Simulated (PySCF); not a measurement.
# Ga⁻ (gallium, charge -1) across methods

[Ar] 3d10 4s2 4p2, high-spin 3P determinant. Calculation: PySCF 2.14, in x2c-QZVPPall with one added diffuse shell each of s, p, d, f type (12s8p6d5f1g, 110 functions); scalar relativity by spin-free X2C-1e.

```json
{"method": "LC-wPBE", "E (hartree)": "-1943.668", "mean ε 4s α (eV)": "-7.887", "mean ε 4s β (eV)": "-6.228", "mean ε 4p α (eV)": "-0.709", "Σ⟨r²⟩ (bohr²)": "73.82", "⟨S²⟩": "2.009"}
{"method": "UHF", "E (hartree)": "-1942.22833", "mean ε 4s α (eV)": "-7.869", "mean ε 4s β (eV)": "-5.640", "mean ε 4p α (eV)": "-0.508", "Σ⟨r²⟩ (bohr²)": "82.14", "⟨S²⟩": "2.013"}
{"method": "LDA", "E (hartree)": "-1940.779", "mean ε 4s α (eV)": "-4.586", "mean ε 4s β (eV)": "-3.879", "mean ε 4p α (eV)": "1.244", "Σ⟨r²⟩ (bohr²)": "91.92", "⟨S²⟩": "2.001"}
{"method": "PBE0", "E (hartree)": "-1943.647", "mean ε 4s α (eV)": "-5.312", "mean ε 4s β (eV)": "-4.185", "mean ε 4p α (eV)": "0.853", "Σ⟨r²⟩ (bohr²)": "85.63", "⟨S²⟩": "2.003"}
{"method": "r2SCAN", "E (hartree)": "-1943.881", "mean ε 4s α (eV)": "-4.543", "mean ε 4s β (eV)": "-3.579", "mean ε 4p α (eV)": "1.242", "Σ⟨r²⟩ (bohr²)": "86.20", "⟨S²⟩": "2.005"}
{"method": "r2SCANh", "E (hartree)": "-1943.863", "mean ε 4s α (eV)": "-4.916", "mean ε 4s β (eV)": "-3.852", "mean ε 4p α (eV)": "1.062", "Σ⟨r²⟩ (bohr²)": "84.80", "⟨S²⟩": "2.005"}
{"method": "M06-L", "E (hartree)": "-1943.816", "mean ε 4s α (eV)": "-4.695", "mean ε 4s β (eV)": "-3.908", "mean ε 4p α (eV)": "1.274", "Σ⟨r²⟩ (bohr²)": "97.97", "⟨S²⟩": "2.002"}
{"method": "PBE", "E (hartree)": "-1943.641", "mean ε 4s α (eV)": "-4.366", "mean ε 4s β (eV)": "-3.572", "mean ε 4p α (eV)": "1.302", "Σ⟨r²⟩ (bohr²)": "91.72", "⟨S²⟩": "2.002"}
```

The highest occupied level is positive at LDA, PBE0, r2SCAN, r2SCANh, M06-L, PBE: only the finite basis holds that electron, which in a density functional comes from self-interaction.
